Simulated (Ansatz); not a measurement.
`F[BH][GeH2][SH]` and `F[BH][GeH2][F]` differ in one atom or group.

Ansatz, PBE0-D4/def2-TZVP geometries, multiplicity 1. Each molecule was computed in one conformer, which needn't be the lowest.

Scalar relativity is left out up to krypton.

| property | `F[BH][GeH2][SH]` |
| --- | --- |
| LUMO energy (PBE0/def2-TZVPP) / eV | -1.94 |
| HOMO–LUMO gap (PBE/def2-TZVPP) / eV | 3.13 |
| LUMO energy (PBE/def2-TZVPP) / eV | -2.87 |
| HOMO–LUMO gap (B3LYP/def2-TZVPP) / eV | 4.80 |
| LUMO energy (ωB97M-V/def2-TZVPP) / eV | 0.02 |
| size of the dipole moment (PBE/def2-TZVPP) / D | 1.07 |

What does the change do to each property? (Best estimate.)

Computed: 
```tsv
property	`F[BH][GeH2][F]`	shift
LUMO energy (PBE0/def2-TZVPP) / eV	-2.02	-0.08
HOMO–LUMO gap (PBE/def2-TZVPP) / eV	4.02	0.89
LUMO energy (PBE/def2-TZVPP) / eV	-2.99	-0.12
HOMO–LUMO gap (B3LYP/def2-TZVPP) / eV	5.94	1.14
LUMO energy (ωB97M-V/def2-TZVPP) / eV	0.00	-0.02
size of the dipole moment (PBE/def2-TZVPP) / D	2.40	1.33
```

With PBE0 the HOMO falls by 1.20 eV and the LUMO falls by 0.08 eV, so the gap widens by about 1.12 eV. PBE moves the HOMO by -1.02 eV and ωB97M-V by -1.24 eV. The zero-point energy changes by -19.0 kJ/mol with -3 modes. Dipoles are sizes alone; their direction can turn.

B3LYP here is the variant with VWN-RPA as its local correlation; programs differ in this.
